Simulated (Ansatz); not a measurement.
CH11GeNSi2 (`C[SiH2][N]([SiH3])[GeH3]`). The species carries charge 0 and has multiplicity 1.

| atom | x (Å) | y (Å) | z (Å) |
| --- | --- | --- | --- |
| C1 | -0.8661 | -1.0565 | 1.9388 |
| Si2 | -0.1793 | 0.5135 | 1.2039 |
| N3 | 0.2677 | 0.3313 | -0.4603 |
| Si4 | 1.9241 | 0.4066 | -0.9427 |
| Ge5 | -1.0420 | 0.0903 | -1.7457 |
| H6 | -1.7717 | -1.3724 | 1.4141 |
| H7 | -1.1245 | -0.9073 | 2.9907 |
| H8 | -0.1356 | -1.8664 | 1.8761 |
| H9 | 1.0582 | 0.9192 | 1.9305 |
| H10 | -1.1918 | 1.5979 | 1.3489 |
| H11 | 2.5029 | 1.7689 | -0.7834 |
| H12 | 2.7628 | -0.5368 | -0.1540 |
| H13 | 1.9981 | 0.0298 | -2.3820 |
| H14 | -0.9306 | 1.1940 | -2.8107 |
| H15 | -2.3939 | 0.1770 | -1.0176 |
| H16 | -0.8782 | -1.2891 | -2.4065 |

(1) List the harmonic frequencies (cm⁻¹, unscaled) at PBE0-D4/def2-TZVP in Ansatz. (An estimate is asked.)

(2) Is this a minimum?

(3) Give the ideal-gas thermochemistry at 298.15 K and 1 bar (rigid rotor, harmonic oscillator; point group C1, symmetry number 1).

(4) And at 400, 500, 600, 800 and 1000 K?

Results:

(1) The calculation gave: 42, 68, 71, 106, 140, 149, 182, 255, 415, 494, 602, 625, 659, 691, 701, 711, 757, 847, 870, 880, 886, 924, 938, 948, 960, 965, 987, 1020, 1275, 1446, 1448, 2150, 2152, 2158, 2195, 2197, 2206, 2209, 2214, 3047, 3130, 3137.

(2) Yes, all 42 modes are real.

(3) Zero-point energy 286.3 kJ/mol; H(298) − E = 315.8 kJ/mol; entropy 427.5 J/(mol·K), of which translation 172.6, rotation 122.1, vibration 132.8; G(298) − E = 188.4 kJ/mol. Modes under 100 cm⁻¹ are hindered rotations or soft bends, so the harmonic entropy is rough.

(4) 
```tsv
T (K)	H − E (kJ/mol)	S (J/mol/K)	G − E (kJ/mol)
400	333.7	478.8	142.2
500	354.5	525.0	92.0
600	377.7	567.4	37.3
800	430.2	642.6	-83.9
1000	488.5	707.5	-219.0
```
